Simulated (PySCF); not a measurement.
# A survey of 15N NMR shifts

Fast rotation and ring inversion assumed for equivalent nuclei, isolated molecule, no relativistic terms, a single conformation. Geometry: GFN2-xTB; σ from GIAO-PBE0/pcSseg-1; PySCF 2.14.0 with density-fitted response routines.

Shieldings were converted by a linear fit to measured shifts: 15N (scatter 6.3 ppm rms vs CH3NO2, solution or neat liquid). Occasional misses reach two or three times the rms, and more in compound classes unlike the fitted ones.

(1) Give the 15N shifts of `CCNCCNC`, `CCN1C[C@@H](OC)C=N1`, `CCCNCCN`.

(2) Match the shifts 2.5, -109.7, -350.8, -390.5 ppm to `C#CC#CC#CC#N`, `C=N[Si@H](P)O[Si](C)(C)C`, `[SiH3]N([SiH3])[C@]1([SiH3])C=CO[SiH2]1`, `CNCCCNC`.

## Answers

(1) 
```json
{"compound": "[CH3:1][CH2:2][NH:3][CH2:4][CH2:5][NH:6][CH3:7]", "environment": "N3: amine nitrogen", "δ (ppm)": "-343.6"}
{"compound": "[CH3:1][CH2:2][NH:3][CH2:4][CH2:5][NH:6][CH3:7]", "environment": "N6: amine nitrogen", "δ (ppm)": "-371.2"}
{"compound": "[CH3:1][CH2:2][N:3]1[CH2:4][C@@H:5]([O:6][CH3:7])[CH:8]=[N:9]1", "environment": "N9: imine nitrogen", "δ (ppm)": "-24.3"}
{"compound": "[CH3:1][CH2:2][N:3]1[CH2:4][C@@H:5]([O:6][CH3:7])[CH:8]=[N:9]1", "environment": "N3: nitrogen bonded to O or N", "δ (ppm)": "-256.0"}
{"compound": "[CH3:1][CH2:2][CH2:3][NH:4][CH2:5][CH2:6][NH2:7]", "environment": "N4: amine nitrogen", "δ (ppm)": "-357.2"}
{"compound": "[CH3:1][CH2:2][CH2:3][NH:4][CH2:5][CH2:6][NH2:7]", "environment": "N7: amine nitrogen", "δ (ppm)": "-360.6"}
```

(2) 2.5: C=N[Si@H](P)O[Si](C)(C)C (imine nitrogen); -109.7: C#CC#CC#CC#N (nitrile nitrogen); -350.8: CNCCCNC (amine nitrogen); -390.5: [SiH3]N([SiH3])[C@]1([SiH3])C=CO[SiH2]1 (nitrogen bonded to C, 2 Si).
